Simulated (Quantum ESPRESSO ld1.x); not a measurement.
Results of a calculation; reference values are marked as such.
Q: All-electron atom: Pb4+ in [Xe] 4f14 5d10. Level of theory: Dirac Kohn-Sham, PBE, spin-unpolarised, spherical densities, point nucleus (ld1.x of Quantum ESPRESSO 7.5). Some entries of the table are withheld. Estimate them.

orbital,occ.,eigenvalue (hartree),r(max) (bohr)
1s1/2,2,-3234.8037,0.009835
2s1/2,2,-579.3110,0.05736
2p1/2,2,(1),(2)
2p3/2,4,(3),(4)
3s1/2,2,-140.2038,0.1614
3p1/2,2,(5),0.1504
3p3/2,4,(6),0.1660
3d3/2,4,-94.8879,0.1289
3d5/2,6,-91.0677,0.1331
4s1/2,2,-32.9201,0.3627
4p1/2,2,-28.4376,0.3603
4p3/2,4,-24.0418,0.3919
4d3/2,4,-16.7509,0.3832
4d5/2,6,-15.9307,0.3928
5s1/2,2,-6.7993,0.7899
4f5/2,6,(7),0.3477
4f7/2,8,(8),0.3521
5p1/2,2,-5.2706,(9)
5p3/2,4,-4.4473,(10)
5d3/2,4,(11),1.050
5d5/2,6,(12),1.081

A: 
(1) 2p1/2 eigenvalue (hartree): -556.3079
(2) 2p1/2 r(max) (bohr): 0.04198
(3) 2p3/2 eigenvalue (hartree): -475.8270
(4) 2p3/2 r(max) (bohr): 0.04970
(5) 3p1/2 eigenvalue (hartree): -129.8414
(6) 3p3/2 eigenvalue (hartree): -111.8843
(7) 4f5/2 eigenvalue (hartree): -6.4939
(8) 4f7/2 eigenvalue (hartree): -6.3090
(9) 5p1/2 r(max) (bohr): 0.8283
(10) 5p3/2 r(max) (bohr): 0.9053
(11) 5d3/2 eigenvalue (hartree): -2.3248
(12) 5d5/2 eigenvalue (hartree): -2.2247
